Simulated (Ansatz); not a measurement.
This geometry of BrH3OSi + H2O (9 atoms, charge 0, multiplicity 1) is a first-order saddle point.

These are results of RKS PBE0/def2-SVP (Ansatz), not measurements.

```xyz
9
Properties=species:S:1:pos:R:3
Si -0.572 -0.337 0.365
Br 0.849 -2.339 0.150
H -1.554 -0.814 -0.639
H -0.705 -0.650 1.807
O -0.864 1.325 0.545
H 1.628 -0.410 -0.798
O 0.973 0.322 -0.777
H -1.115 1.783 -0.264
H 1.361 1.120 -0.389
```

(1) Which two structures does it join? (They come from a converged band through this point; their orientation in space is the band's.)

(2) How far does it lie above each of them?

Results:

(1) Bonds broken: Si1–Br2, H6–O7. Bonds formed: Si1–O7, Br2–H6. BrH3OSi + H2O becomes BrH + H4O2Si.

First end point:

```xyz
9
Properties=species:S:1:pos:R:3
Si -1.024 -0.574 0.715
Br 0.909 -1.695 1.067
H -1.563 -1.180 -0.535
H -1.901 -0.835 1.881
O -0.745 1.034 0.604
H 1.214 0.673 -1.976
O 1.358 1.017 -1.087
H -0.050 1.265 -0.051
H 1.801 0.295 -0.617
```

Last end point:

```xyz
9
Properties=species:S:1:pos:R:3
Si -0.721 -0.373 0.630
Br 1.244 0.766 -2.418
H -1.445 -1.252 -0.322
H -1.087 -0.614 2.048
O -0.979 1.236 0.364
H 1.321 -0.065 -1.228
O 0.900 -0.782 0.386
H -0.755 1.561 -0.518
H 1.521 -0.477 1.058
```

(2) 0.94 eV above the first and 0.77 eV above the second. This is the barrier of this one path; another mechanism may lie lower. The orbitals stay closed-shell, which can raise the energy where a bond breaks towards radicals; this wasn't checked here.

The run took 11 min on 2 threads of AMD EPYC 7R13 Processor (Zen 3), with other jobs on the host, peak memory 0.27 GiB.
